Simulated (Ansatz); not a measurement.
## Nudged elastic band run: CH3NOSi

Input:

```yaml
crystal:
  periodic: [false, false, false]
  atoms:
    - { symbol: "N", position_ang: [-0.64379, 1.291579, 0.386152] }
    - { symbol: C, position_ang: [-0.069476, 0.150877, 0.423349] }
    - { symbol: Si, position_ang: [0.726515, -1.407657, 0.769816] }
    - { symbol: O, position_ang: [1.011124, -2.034863, -0.777134] }
    - { symbol: H, position_ang: [-0.130045, 2.157509, 0.354922] }
    - { symbol: H, position_ang: [-1.645752, 1.395628, 0.39035] }
    - { symbol: H, position_ang: [0.751435, -1.553084, -1.547465] }
basis:
  gaussian: { orbitals: cc-pVDZ }
hamiltonian:
  xc: hf
neb:
  order_check: false
  images: 7
  f_tol: 0.05
  max_iterations: 60
  final_atoms:
    - { symbol: "N", position_ang: [-0.6438644, 1.29190401, 0.38657285] }
    - { symbol: C, position_ang: [-0.06889252, 0.15138176, 0.42180814] }
    - { symbol: Si, position_ang: [0.72288029, -1.40820831, 0.76905121] }
    - { symbol: O, position_ang: [1.01187912, -2.03532864, -0.7766945] }
    - { symbol: H, position_ang: [-1.64582827, 1.3951929, 0.3869866] }
    - { symbol: H, position_ang: [-0.13071272, 2.15824747, 0.35994855] }
    - { symbol: H, position_ang: [0.7545495, -1.55320019, -1.54768285] }
  initial_path:
    images:
      - { positions_ang: [[-0.64379, 1.291579, 0.386152], [-0.069476, 0.150877, 0.423349], [0.726515, -1.407657, 0.769816], [1.011124, -2.034863, -0.777134], [-0.130045, 2.157509, 0.354922], [-1.645752, 1.395628, 0.39035], [0.751435, -1.553084, -1.547465]] }
      - { positions_ang: [[-0.64320789, 1.33119685, 0.41748996], [-0.05728611, 0.21799152, 0.30778092], [0.55841604, -1.37986774, 0.63059629], [0.99903305, -2.10114144, -0.75431262], [-0.23716116, 2.21581288, 0.30173971], [-1.56239946, 1.38236534, 0.60867844], [0.94261652, -1.6663684, -1.51198271]] }
      - { positions_ang: [[-0.64262578, 1.37081469, 0.44882791], [-0.04509622, 0.28510604, 0.19221285], [0.39031708, -1.35207848, 0.49137659], [0.98694211, -2.16741989, -0.73149123], [-0.34427731, 2.27411677, 0.24855743], [-1.47904692, 1.36910268, 0.82700688], [1.13379804, -1.77965281, -1.47650042]] }
      - { positions_ang: [[-0.64204367, 1.41043254, 0.48016587], [-0.03290633, 0.35222056, 0.07664477], [0.22221812, -1.32428922, 0.35215688], [0.97485116, -2.23369833, -0.70866985], [-0.45139347, 2.33242065, 0.19537514], [-1.39569437, 1.35584002, 1.04533531], [1.32497956, -1.89293721, -1.44101812]] }
      - { positions_ang: [[-0.64146156, 1.45005038, 0.51150382], [-0.02071644, 0.41933507, -0.03892331], [0.05411916, -1.29649996, 0.21293717], [0.96276022, -2.29997678, -0.68584846], [-0.55850963, 2.39072453, 0.14219285], [-1.31234183, 1.34257736, 1.26366375], [1.51616108, -2.00622161, -1.40553583]] }
      - { positions_ang: [[-0.64206227, 1.41051379, 0.48027108], [-0.03276046, 0.35234675, 0.07625955], [0.22130944, -1.32442704, 0.35196568], [0.97503994, -2.23381475, -0.70855997], [-0.83033929, 2.14184163, 0.20339129], [-1.01693455, 1.54649489, 1.03773495], [1.32575818, -1.89296626, -1.44107259]] }
      - { positions_ang: [[-0.64266298, 1.3709772, 0.44903834], [-0.04480448, 0.28535842, 0.19144242], [0.38849973, -1.35235413, 0.49099419], [0.98731967, -2.16765271, -0.73127148], [-1.10216895, 1.89295872, 0.26458973], [-0.72152728, 1.75041241, 0.81180615], [1.13535529, -1.7797109, -1.47660934]] }
      - { positions_ang: [[-0.64326369, 1.3314406, 0.41780559], [-0.0568485, 0.21837009, 0.30662528], [0.55569001, -1.38028122, 0.6300227], [0.9995994, -2.10149068, -0.75398299], [-1.37399861, 1.64407581, 0.32578816], [-0.42612, 1.95432994, 0.58587735], [0.94495239, -1.66645555, -1.51214609]] }
      - { positions_ang: [[-0.6438644, 1.29190401, 0.38657285], [-0.06889252, 0.15138176, 0.42180814], [0.72288029, -1.40820831, 0.76905121], [1.01187912, -2.03532864, -0.7766945], [-1.64582827, 1.3951929, 0.3869866], [-0.13071272, 2.15824747, 0.35994855], [0.7545495, -1.55320019, -1.54768285]] }
```

Command:

```bash
$ ansatz run input.yaml --threads 1 --pin off --max-ram 2048MiB --backend cpu --events-out ev --progress --plain --runs-dir out
```

Output, in part (warnings, iteration lines, the closing report on the highest movable image, with atoms numbered from 0):

```
NEB end point (image 0): max|allowed force component| = 1.428e-2 eV/Å (the criterion of neb.relax_end_points is 1.000e-2)
NEB end point (image 8): max|allowed force component| = 1.128e-2 eV/Å (the criterion of neb.relax_end_points is 1.000e-2)
NEB iter   1: max|band force component| = 1.160e2 eV/Å  barrier→ = 27.9855 eV  barrier← = 27.9855 eV  Δτ_max = 0.1950 Å  (874 SCF iters)
NEB iter   2: max|band force component| = 5.871e1 eV/Å  barrier→ = 15.0784 eV  barrier← = 15.0784 eV  Δτ_max = 0.1949 Å  (338 SCF iters)
NEB iter   3: max|band force component| = 2.678e1 eV/Å  barrier→ = 7.0322 eV  barrier← = 7.0322 eV  Δτ_max = 0.2000 Å  (333 SCF iters)
NEB iter   4: max|band force component| = 1.469e1 eV/Å  barrier→ = 3.4438 eV  barrier← = 3.4438 eV  Δτ_max = 0.2000 Å  (306 SCF iters)
NEB iter   5: max|band force component| = 6.891e0 eV/Å  barrier→ = 1.4795 eV  barrier← = 1.4795 eV  Δτ_max = 0.2000 Å  (298 SCF iters)
NEB iter   6: max|band force component| = 2.830e0 eV/Å  barrier→ = 0.5409 eV  barrier← = 0.5409 eV  Δτ_max = 0.1987 Å  (295 SCF iters)
NEB iter   7: max|band force component| = 2.368e0 eV/Å  barrier→ = 0.5464 eV  barrier← = 0.5464 eV  Δτ_max = 0.0939 Å  (301 SCF iters)
NEB iter   8: max|band force component| = 1.790e0 eV/Å  barrier→ = 0.5006 eV  barrier← = 0.5006 eV  Δτ_max = 0.2000 Å  (296 SCF iters)
NEB iter   9: max|band force component| = 8.873e-1 eV/Å  barrier→ = 0.4009 eV  barrier← = 0.4009 eV  Δτ_max = 0.1071 Å  (288 SCF iters)
NEB iter  10: max|band force component| = 7.305e-1 eV/Å  barrier→ = 0.4021 eV  barrier← = 0.4021 eV  Δτ_max = 0.0462 Å  (292 SCF iters)
NEB iter  11: max|band force component| = 7.037e-1 eV/Å  barrier→ = 0.3993 eV  barrier← = 0.3993 eV  Δτ_max = 0.0773 Å  (301 SCF iters)
NEB iter  12: max|band force component| = 3.480e-1 eV/Å  barrier→ = 0.3986 eV  barrier← = 0.3986 eV  CI = image 4  Δτ_max = 0.0184 Å  (276 SCF iters)
NEB iter  13: max|band force component| = 1.196e-1 eV/Å  barrier→ = 0.3981 eV  barrier← = 0.3981 eV  CI = image 4  Δτ_max = 0.0083 Å  (255 SCF iters)
NEB iter  14: max|band force component| = 6.862e-2 eV/Å  barrier→ = 0.3981 eV  barrier← = 0.3981 eV  CI = image 4  Δτ_max = 0.0069 Å  (238 SCF iters)
NEB iter  15: max|band force component| = 4.126e-2 eV/Å  barrier→ = 0.3981 eV  barrier← = 0.3981 eV  CI = image 4  Δτ_max = 0.0000 Å  (553 SCF iters)
Total energy: -12456.98738020 eV, -457.7858425731 hartree
Atom 0 at    -0.561235     1.308798     0.390693 Å, force     0.002589    -0.002532    -0.004881 eV/Å
Atom 1 at     0.138306     0.426956    -0.262339 Å, force     0.004111    -0.002110    -0.001793 eV/Å
Atom 2 at    -0.109715    -1.394809     0.446320 Å, force    -0.001666    -0.000207     0.000287 eV/Å
Atom 3 at     0.909661    -2.157729    -0.626573 Å, force     0.000988    -0.000932     0.002924 eV/Å
Atom 4 at    -0.530766     2.281278     0.135958 Å, force    -0.002159     0.003113     0.002768 eV/Å
Atom 5 at    -1.171000     1.116272     1.174550 Å, force    -0.002907     0.001406     0.003408 eV/Å
Atom 6 at     1.324760    -1.580778    -1.258619 Å, force    -0.000956     0.001263    -0.002712 eV/Å
Dipole moment:    -0.280581     0.604228     0.206528 e Å
```

It converged. A vibrational analysis at the climbing image gives one clearly imaginary mode, 111i cm⁻¹: a first-order saddle point.

Final band:

| image | path coordinate (Å) | energy (eV) |
| --- | --- | --- |
| 0 | 0.00 | 0.00 |
| 1 | 0.50 | 0.04 |
| 2 | 1.01 | 0.21 |
| 3 | 1.51 | 0.36 |
| 4 | 2.01 | 0.40 |
| 5 | 2.52 | 0.36 |
| 6 | 3.02 | 0.21 |
| 7 | 3.52 | 0.04 |
| 8 | 4.02 | 0.00 |

Run time: 100 s on 1 thread of Arm Neoverse V2, on a shared host, peak memory 0.14 GiB.
